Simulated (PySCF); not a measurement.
PySCF input for Sn(F)(SH) (FHSSn), SMILES [Sn]([SH])[F] (connectivity only; charge and spin as stated), neutral, multiplicity 1, PBE-D3(BJ)/def2-TZVP. Geometry optimised at PBE-D3(BJ)/def2-TZVP. The def2 effective core potentials stand for the cores of Sn; spin–orbit coupling is left out. Other conformers were not sampled.

```python
import numpy as np
from pyscf import gto, scf, dft, df
from pyscf.hessian import thermo

mol = gto.M(
    atom='''
    Sn    0.35006929    0.45655262    0.00000000
    F    -1.50841462    1.11107126   -0.00000000
    S    -0.30720141   -1.90725730    0.00000000
    H     0.98748948   -2.31115547   -0.00000000
    ''',
    basis='def2-TZVP',
    ecp={'Sn': 'def2-tzvp'},
    charge=0,
    spin=0,
    max_memory=1600,
    verbose=3,
)
mf = dft.RKS(mol, xc='pbe').density_fit(auxbasis='def2-universal-jkfit')
mf.disp = 'd3bj'
mf.grids.level = 3
mf.conv_tol = 1e-11
mf.max_cycle = 100
mf.kernel()

# [left out here: the lines that compute and print the analytic Hessian (its translational invariance restored by hand, since the grid's response is missing), thermochemistry and intensities]
```

Program output:

```
converged SCF energy = -712.82059022823

WARN: DFTD3 does not support analytical Hessian, using finite difference


WARN: Mole.unit (angstrom) is changed to Bohr

Mode                                 0                   1                   2
Irrep
Freq [cm^-1]                      136.3582            307.5314            323.6383
Reduced mass [au]                  16.4626              1.0657             15.0950
Force const [Dyne/A]                0.1803              0.0594              0.9315
Char temp [K]                     196.1892            442.4692            465.6434
Normal mode                   x     y     z       x     y     z       x     y     z
       0  Sn                 0.03  0.01  0.00    0.00  0.00 -0.01   -0.01 -0.04 -0.00
       1   F                -0.04 -0.18 -0.00   -0.00 -0.00  0.04   -0.00  0.01  0.00
       2   S                -0.07  0.06  0.00   -0.00 -0.00 -0.03    0.04  0.14 -0.00
       3   H                -0.11 -0.08 -0.00   -0.00 -0.00  0.97    0.06  0.20  0.00
Mode                                 3                   4                   5
Irrep
Freq [cm^-1]                      552.0136            616.1412           2604.7687
Reduced mass [au]                  18.4226              1.0922              1.0384
Force const [Dyne/A]                3.3075              0.2443              4.1509
Char temp [K]                     794.2247            886.4900           3747.6822
Normal mode                   x     y     z       x     y     z       x     y     z
       0  Sn                -0.03  0.01 -0.00   -0.01 -0.00 -0.00   -0.00  0.00 -0.00
       1   F                 0.20 -0.07  0.00    0.02  0.01  0.00    0.00  0.00  0.00
       2   S                -0.00  0.00 -0.00    0.03  0.03 -0.00   -0.03  0.01 -0.00
       3   H                 0.02  0.09  0.00   -0.27 -0.92  0.00    0.93 -0.30  0.00
temperature 298.1500 [K]
pressure 101325.00 [Pa]
Rotational constants [GHz] 8.20627 2.98181 2.18711
Symmetry number 1
Zero-point energy (ZPE) 0.01034 [Eh]   27157.930 [J/mol]
                           tot       elec      trans        rot        vib
Entropy [J/mol/K]       309.602      0.000    172.855    109.616     27.131
Cv [J/mol/K]             55.648      0.000     12.472     12.472     30.705
Cp [J/mol/K]             63.963      0.000     20.786     12.472     30.705
Internal energy [J/mol]                      3718.434   3718.434  31908.299
Internal energy [Eh]   -712.80560  -712.82059
Enthalpy [J/mol]                             6197.391   3718.434  31908.299
Enthalpy [Eh]          -712.80466
Gibbs free energy [J/mol]                  -45339.249 -28963.688  23819.263
Gibbs free energy [Eh] -712.83982
mode   freq/cm-1   IR/(km/mol)
   1      136.36         3.580
   2      307.53         5.762
   3      323.64        41.684
   4      552.01        90.018
   5      616.14        14.457
   6     2604.77         2.283
max |gradient| / (hartree/bohr): 0.00011006480175355335
APT charges: [ 1.0031 -0.6056 -0.4454  0.048 ]
```

Self-consistency was reached.
